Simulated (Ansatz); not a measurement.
GaH7OSi, SMILES `[SiH3][OH+][GaH3-]`. The species carries charge 0 and has multiplicity 1.

```tsv
atom	x (Å)	y (Å)	z (Å)
Si1	1.340	0.753	-0.115
O2	-0.189	0.366	-0.708
Ga3	-1.473	-0.896	0.516
H4	1.988	1.615	-1.135
H5	2.141	-0.474	0.093
H6	1.110	1.482	1.146
H7	-0.265	0.159	-1.643
H8	-2.673	0.088	0.759
H9	-0.364	-1.043	1.636
H10	-1.615	-2.051	-0.550
```

Problem. List the harmonic frequencies (cm⁻¹, unscaled) at PBE0-D4/def2-TZVP in Ansatz. (Estimate.)

Solution. Computed: 53, 97, 158, 219, 262, 449, 494, 693, 704, 749, 753, 755, 831, 938, 950, 968, 993, 1911, 1929, 1958, 2238, 2263, 2296, 3893.

Problem. Is this a minimum?

Solution. Yes, all 24 modes are real.

Problem. Give the ideal-gas thermochemistry at 298.15 K and 1 bar (rigid rotor, harmonic oscillator; point group C1, symmetry number 1).

Solution. Zero-point energy 158.8 kJ/mol; H(298) − E = 180.4 kJ/mol; entropy 352.4 J/(mol·K), of which translation 168.7, rotation 109.0, vibration 74.7; G(298) − E = 75.3 kJ/mol. Modes under 100 cm⁻¹ are hindered rotations or soft bends, so the harmonic entropy is rough.
